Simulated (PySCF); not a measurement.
**Computed vibrations of [Pr(SH)2]+**

[Pr(SH)2]+ (singlet in the valence; each metal's 4f electrons, 2 of them, lie in its core potential, out of spins and levels). PySCF 2.14.0, RKS PBE0, Pr lcecp-1-SVP with ECP48, S def2-SVP, H def2-SVP; non-relativistic Hamiltonian with scalar-relativistic core potentials where named; density fitting; no spin-orbit coupling. Central differences of gradients.

```xyz
5

Pr    0.0000    0.0000   -0.5220
S     1.9533   -0.0950    1.1435
H     2.9397   -0.2231    0.2175
S    -1.9533    0.0950    1.1435
H    -2.9397    0.2231    0.2175
```

Run from Python with OMP_NUM_THREADS=2. Where DIIS fails, smearing, a level shift and second-order steps follow.
It took 35 s on 2 threads of Arm Neoverse V1 (shared host).

Question: What are the harmonic wavenumbers and infrared intensities?

Answer: Modes are labelled in C2; negative numbers are unstable modes, those under 60 cm⁻¹ near the noise; a finer grid moves soft modes by up to 10 cm⁻¹.
| cm⁻¹ | km/mol | symmetry |
| --- | --- | --- |
| 56 | 1.0 | a |
| 140 | 0.2 | a |
| 201 | 61.5 | b |
| 308 | 5.0 | a |
| 339 | 9.9 | b |
| 372 | 113.7 | b |
| 374 | 12.7 | a |
| 2663 | 31.6 | b |
| 2663 | 0.0 | a |

Question: Is this a minimum?

Answer: Yes, within the noise of the softest modes. Ideal gas at 298.15 K and 1 bar: S = 354.7 J/(mol K), Cp = 83.6 J/(mol K), H − H(0 K) = 19.1 kJ/mol (rigid rotor, harmonic modes, spin degeneracy alone, that of the 4f electrons in the core included; the modes under 60 cm⁻¹ make these uncertain).

An lcecp potential fixes the number of 4f electrons, so in runs with it no electron can move into or out of that shell.
